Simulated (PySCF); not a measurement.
# How ionic is MN along the lanthanides?

PBE0 in PySCF with x2c-SVPall on every atom, spin-free X2C, for the lowest determinant that a PBE0 search found; no spin–orbit coupling. A negative dipole means M(+)N(−).

```tsv
M	state (unpaired electrons)	Re (Å)	μ (D)
La	singlet (closed shell)	1.798	-7.30
Ce	doublet (f population 1.4)	1.750	-7.28
Pr	triplet (f population 2.4)	1.733	-7.01
Ho	septet (f population 10.1)	1.811	-4.20
```

Give the ionic character |μ|/(e·Re) of each, with 1 e·Å = 4.803 D, and the positive end.

LaN 85 % (La positive), CeN 87 % (Ce positive), PrN 84 % (Pr positive), HoN 48 % (Ho positive). Lone pairs and polarisation enter μ too, so this number is only a rough measure of charge transfer.

Spin–orbit coupling is left out. With d or f electrons several states lie close, and the lowest PBE0 determinant need not be the measured ground state.
